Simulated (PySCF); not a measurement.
## S²⁺: ionisation energy

S²⁺ [Ne] 3s2 3p2 (3P) → S³⁺ [Ne] 3s2 3p1 (2P), as a difference of total energies. Calculation: PySCF 2.14, in x2c-TZVPall (5s5p2d1f, 37 functions); the spin-free X2C one-electron Hamiltonian (Gaussian nucleus). Correlated levels: valence: [Ne] frozen. The calculations carry no spin-orbit coupling.

```json
{"method": "UHF", "ionisation energy (eV)": "34.139"}
{"method": "M06-2X", "ionisation energy (eV)": "34.653"}
{"method": "LDA", "ionisation energy (eV)": "34.866"}
{"method": "MP2 (valence)", "ionisation energy (eV)": "34.596"}
{"method": "SCS-MP2 (valence)", "ionisation energy (eV)": "34.503"}
{"method": "CCSD (valence)", "ionisation energy (eV)": "34.645"}
{"method": "CCSD(T) (valence)", "ionisation energy (eV)": "34.676"}
```

Problem. How much does correlation contribute at CCSD(T) (valence)?

Solution. 34.676 − (34.139) = 0.537 eV, measured against UHF.

The reference lies between the lowest fine-structure levels, while these numbers refer to the centres of the terms.

Errors of the correlated levels include the incompleteness of this basis and the frozen core.

For comparison: 34.86 ± 0.04 eV (semi-empirical (NIST evaluation); NIST Atomic Spectra Database, ionization energies).
